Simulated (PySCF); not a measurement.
Constitutional and geometric isomers with formula C2H6Si2. All species are isolated molecules in the gas phase. One relaxed conformer stands for each flexible species; it need not be the lowest. Strings in code marks are SMILES.

All values below come from PBE-D3(BJ)/def2-TZVP // B3LYP-D3(BJ)/def2-TZVP in PySCF. 

| species | LUMO (eV) | HOMO–LUMO gap (eV) |
|---|---|---|
| `C1=C[SiH2][SiH2]1` | -1.76 | 4.85 |
| `C=[SiH]C=[SiH2]` (C–Si–C–Si torsion 180°) | ___ | 2.14 |
| `[SiH2]=CC=[SiH2]` (Si–C–C–Si torsion 180°) | -2.68 | ___ |
| `C1C([SiH2]1)=[SiH2]` | -2.30 | 3.21 |

### Question
What belongs in the gaps?

### Answer

- `C=[SiH]C=[SiH2]` (C–Si–C–Si torsion 180°), LUMO (eV): -2.82
- `[SiH2]=CC=[SiH2]` (Si–C–C–Si torsion 180°), HOMO–LUMO gap (eV): 1.88
